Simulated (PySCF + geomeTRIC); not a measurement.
Caution, from a PySCF single point (TPSSh-D3(BJ)/def2-TZVP) at this geometry: the unrestricted state is spin-contaminated.  The multiplicity is imposed and other spin states were not computed.

All values below come from TPSS-D3(BJ)/def2-SVP in PySCF + geomeTRIC. fastk is a local helper that only speeds up exchange builds. No frequencies were computed at this level.

```python
import json, numpy as np
from pyscf import gto, dft
from fastk import lowrank_exchange
atoms = """
Ru     0.021044     0.060393     0.174777
F      1.273322    -0.663782    -0.969987
F     -1.323042    -0.090870    -1.080074
F      0.081463     0.648558     1.786547
"""
def scf(charge, spin, dm0=None):
    mol = gto.M(atom=atoms, basis='def2-svp', ecp={'Ru': 'def2-svp'}, charge=charge, spin=spin, verbose=3, max_memory=5040)
    mf = dft.KS(mol, xc='tpss').density_fit(auxbasis="def2-universal-jkfit")
    mf.disp = 'd3bj'
    mf.grids.level = 3
    mf.conv_tol = 1e-8
    mf.max_cycle = 120
    mf.level_shift = 0.25
    mf.kernel(dm0)
    if not mf.converged:
        mf = mf.newton().run(mf.mo_coeff, mf.mo_occ).undo_soscf()
    return mf
mf = scf(0, 1)
lowrank_exchange(mf)  # same exchange matrices as the stock routine, built faster for response steps
mo, _, stable, _ = mf.stability(return_status=True)
if not stable:
    mf.kernel(mf.make_rdm1(mo, mf.mo_occ))
del mf.get_jk
from pyscf.geomopt.geometric_solver import kernel as optimize
path = []
done, mol = optimize(mf, maxsteps=120, assert_convergence=False, callback=lambda env: path.append((env["energy"], bool(env["g_scanner"].converged))))
res = dict(converged=bool(done and path[-1][1]), energy=path[-1][0], path=[e for e, c in path], xyz=mol.atom_coords(unit="Angstrom").tolist(), nao=mol.nao)
json.dump(res, open("result.json", "w"))
```

Output:

```
converged SCF energy = -394.174088347257  <S^2> = 1.3038188  2S+1 = 2.4930454
<class 'pyscf.df.df_jk.DFUKS'> wavefunction has an internal instability
converged SCF energy = -394.174168469332  <S^2> = 1.34334  2S+1 = 2.5245514
Geometry optimization cycle 1
converged SCF energy = -394.17416855481  <S^2> = 1.3431342  2S+1 = 2.5243884
cycle 1: E = -394.174168555  dE = -394.174  norm(grad) = 0.111193
Geometry optimization cycle 2
converged SCF energy = -394.181532467319  <S^2> = 1.4564288  2S+1 = 2.612607
cycle 2: E = -394.181532467  dE = -0.00736391  norm(grad) = 0.00567858
Geometry optimization cycle 3
converged SCF energy = -394.181602582846  <S^2> = 1.4552744  2S+1 = 2.6117231
cycle 3: E = -394.181602583  dE = -7.01155e-05  norm(grad) = 0.00258715
Geometry optimization cycle 4
converged SCF energy = -394.181616083438  <S^2> = 1.4553708  2S+1 = 2.6117969
cycle 4: E = -394.181616083  dE = -1.35006e-05  norm(grad) = 0.000665378
Geometry optimization cycle 5
converged SCF energy = -394.181635669148  <S^2> = 1.4546319  2S+1 = 2.611231
cycle 5: E = -394.181635669  dE = -1.95857e-05  norm(grad) = 0.00443386
Geometry optimization cycle 6
converged SCF energy = -394.181642667031  <S^2> = 1.4531009  2S+1 = 2.6100582
cycle 6: E = -394.181642667  dE = -6.99788e-06  norm(grad) = 0.00592438
Geometry optimization cycle 7
converged SCF energy = -394.18166602574  <S^2> = 1.4523601  2S+1 = 2.6094904
cycle 7: E = -394.181666026  dE = -2.33587e-05  norm(grad) = 0.00313786
Geometry optimization cycle 8
converged SCF energy = -394.181672575661  <S^2> = 1.4515236  2S+1 = 2.6088492
cycle 8: E = -394.181672576  dE = -6.54992e-06  norm(grad) = 0.000873286
Geometry optimization cycle 9
converged SCF energy = -394.18166973915  <S^2> = 1.4520285  2S+1 = 2.6092363
cycle 9: E = -394.181669739  dE = 2.83651e-06  norm(grad) = 0.00185339
Geometry optimization cycle 10
converged SCF energy = -394.181671157532  <S^2> = 1.4523764  2S+1 = 2.6095029
cycle 10: E = -394.181671158  dE = -1.41838e-06  norm(grad) = 0.00142586
Geometry optimization cycle 11
converged SCF energy = -394.181672863492  <S^2> = 1.4523279  2S+1 = 2.6094658
cycle 11: E = -394.181672863  dE = -1.70596e-06  norm(grad) = 0.000525585
Geometry optimization cycle 12
converged SCF energy = -394.181673635553  <S^2> = 1.4525156  2S+1 = 2.6096097
cycle 12: E = -394.181673636  dE = -7.7206e-07  norm(grad) = 0.000323837
<class 'geometric.internal.Distance'> : 3
<class 'geometric.internal.Angle'> : 2
<class 'geometric.internal.OutOfPlane'> : 1
<class 'geometric.internal.TranslationX'> : 1
<class 'geometric.internal.TranslationY'> : 1
<class 'geometric.internal.TranslationZ'> : 1
<class 'geometric.internal.RotationA'> : 1
<class 'geometric.internal.RotationB'> : 1
<class 'geometric.internal.RotationC'> : 1
Step    0 : Gradient = 5.560e-02/8.074e-02 (rms/max) Energy = -394.1741685548
Step    1 : Displace = 4.990e-02/6.877e-02 (rms/max) Trust = 1.000e-01 (=) Grad = 2.839e-03/3.805e-03 (rms/max) E (change) = -394.1815324673 (-7.364e-03) Quality = 0.834
Step    2 : Displace = 8.921e-03/1.240e-02 (rms/max) Trust = 1.414e-01 (+) Grad = 1.294e-03/2.033e-03 (rms/max) E (change) = -394.1816025828 (-7.012e-05) Quality = 1.043
Step    3 : Displace = 1.266e-03/1.823e-03 (rms/max) Trust = 2.000e-01 (+) Grad = 3.327e-04/3.818e-04 (rms/max) E (change) = -394.1816160834 (-1.350e-05) Quality = 1.425
Step    4 : Displace = 4.684e-03/7.164e-03 (rms/max) Trust = 2.828e-01 (+) Grad = 2.217e-03/3.558e-03 (rms/max) E (change) = -394.1816356691 (-1.959e-05) Quality = 0.723
Step    5 : Displace = 7.512e-03/1.254e-02 (rms/max) Trust = 2.828e-01 (=) Grad = 2.962e-03/4.763e-03 (rms/max) E (change) = -394.1816426670 (-6.998e-06) Quality = 0.302
Step    6 : Displace = 4.603e-03/6.991e-03 (rms/max) Trust = 2.828e-01 (=) Grad = 1.569e-03/2.566e-03 (rms/max) E (change) = -394.1816660257 (-2.336e-05) Quality = 1.231
Step    7 : Displace = 3.124e-03/3.993e-03 (rms/max) Trust = 3.000e-01 (+) Grad = 4.366e-04/6.650e-04 (rms/max) E (change) = -394.1816725757 (-6.550e-06) Quality = 0.403
Step    8 : Displace = 1.314e-03/2.121e-03 (rms/max) Trust = 3.000e-01 (=) Grad = 9.267e-04/1.476e-03 (rms/max) E (change) = -394.1816697392 (+2.837e-06) Quality = -0.505
Step    9 : Displace = 6.738e-04/8.519e-04 (rms/max) Trust = 6.568e-04 (-) Grad = 7.129e-04/1.129e-03 (rms/max) E (change) = -394.1816711575 (-1.418e-06) Quality = 0.315
Step   10 : Displace = 6.879e-04/1.097e-03 (rms/max) Trust = 6.568e-04 (=) Grad = 2.628e-04/3.805e-04 (rms/max) E (change) = -394.1816728635 (-1.706e-06) Quality = 0.424
Step   11 : Displace = 6.861e-04/8.347e-04 (rms/max) Trust = 6.568e-04 (=) Grad = 1.619e-04/2.144e-04 (rms/max) E (change) = -394.1816736356 (-7.721e-07) Quality = 0.078
Converged! =D
```

Cost: about 14 core-minutes (a rough figure).
